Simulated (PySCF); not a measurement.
# Electron correlation in S(3+) (sulfur, charge +3)

[Ne] 3s2 3p1, 2P determinant. All numbers are calculated (PySCF 2.14, no relativity, point nucleus, in def2-QZVPPD). Frozen: [Ne]; 3 electrons correlated.

```csv
level,correlation energy (mhartree)
CCSD,-72.65
(T),-1.13
CCSD(T),-73.78
```

Diagnostics: T1 = 0.011, D1 = 0.0241, largest double amplitude 0.107.

Is a single reference adequate?

Mostly. T1 lies below 0.03, but a double amplitude of this size points to a near-degeneracy that CCSD handles and MP2 describes poorly.
